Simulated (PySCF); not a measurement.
# Bond length, frequency and bond energy of Tl2 by level of theory

State: ³Πu (triplet), unpaired electrons σ ↑, π ↑. Set-up: PySCF, scalar-relativistic core potentials, basis sets Tl def2-SVP with ECP60. De refers to Tl + Tl in their high-spin ground configurations, without counterpoise correction. The functionals are run spin-unrestricted.

```tsv
Level	Re (Å)	ωe (cm⁻¹)	De (eV)	CPU s a point (SCF and correlation, without the integrals)
UHF	3.186	81.7	0.51	0.11
UHF-MP2	3.111	88.7	1.00	0.23
UHF-SCS-MP2	3.119	88.6	0.84	n/a
UHF-CCSD	3.151	83.8	0.92	n/a
UHF-CCSD(T)	3.152	82.9	0.97	8.9
PBE	3.198	74.8	1.28	0.54
r²SCAN	3.142	80.3	1.25	0.79
B3LYP	3.206	75.3	1.08	0.62
PBE0	3.140	81.5	1.17	0.87
BHandHLYP	3.149	82.4	0.95	0.47
CAM-B3LYP	3.115	85.5	0.99	0.95
B2PLYP	3.156	81.6	1.04	0.56
```

**Question.** Which functional lies closest to UHF-CCSD(T) in De, which farthest, and by how much do they differ from it?

**Answer.** Closest is BHandHLYP (-0.3 pm in Re, -0.6 % in ωe, -0.02 eV in De against UHF-CCSD(T) in the same basis), farthest PBE (+4.6 pm in Re, -9.8 % in ωe, +0.31 eV in De). CCSD(T) converges more slowly with the basis than the functionals do and binds too weakly in this one, so the order can change at the basis-set limit.

**Question.** What does a quarter of exact exchange do here, going from PBE to PBE0?

**Answer.** PBE0 less PBE: -5.8 pm in Re, +9.0 % in ωe, -0.11 eV in De. Exact exchange removes part of the self-interaction that spreads semilocal densities, and in most molecules shortens and stiffens the bond and lowers De; so it does here.

**Question.** What does second-order correlation do here, going from UHF to UHF-MP2?

**Answer.** UHF-MP2 less UHF: -7.5 pm in Re, +8.6 % in ωe, +0.49 eV in De. Correlation nearly always deepens the well. The bond shortens, as in weak, metallic or heavy-atom bonds, where dispersion and the correlation of outer-core electrons pull the atoms together.

Correlated steps freeze 8 core orbitals. Correlated levels converge slowly with the basis: in double zeta they bind strong bonds too weakly, by up to about 1 eV, and carry superposition errors of some tenths. These are scalar-relativistic numbers at best; spin–orbit coupling would shift them, the dissociation energy most. B2PLYP dipoles, levels and charges come from its SCF part alone. The state was picked by a PBE0 search and need not be the measured ground state.

The whole job (state search and all levels along the bond) took about 2.8 min on 1 thread of Arm Neoverse V2 (shared host), peak memory 0.65 GiB.
